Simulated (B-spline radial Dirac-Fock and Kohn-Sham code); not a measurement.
Z = 28 (nickel), transition energy 323 keV. These are calculated numbers from a radial B-spline solver; the model is a Dirac-Hartree-Slater potential of the neutral atom with a Latter tail (no hole, which puts coefficients of high multipoles low close above an edge), finite nucleus with surface currents. Subshells that would emit electrons below 1 keV are left out.

Question: A pure transition shows α(K) = 0.0360, L1/L2 = 18.6 and L1/L3 = 24.4. What is its multipolarity?
A. M4
B. M1
C. E1
D. E2
E. E3
F. E4
G. M2
H. M3

Answer: H. For comparison, α(K), L1/L2, L1/L3 are E1 0.00141, 78.6, 43.9; E2 0.00645, 27.6, 23.6; E3 0.0256, 10.8, 11.9; E4 0.0973, 5.24, 6.49; M1 0.00216, 56.8, 112; M2 0.00907, 30.2, 63.5; M4 0.142, 12.8, 11.6.
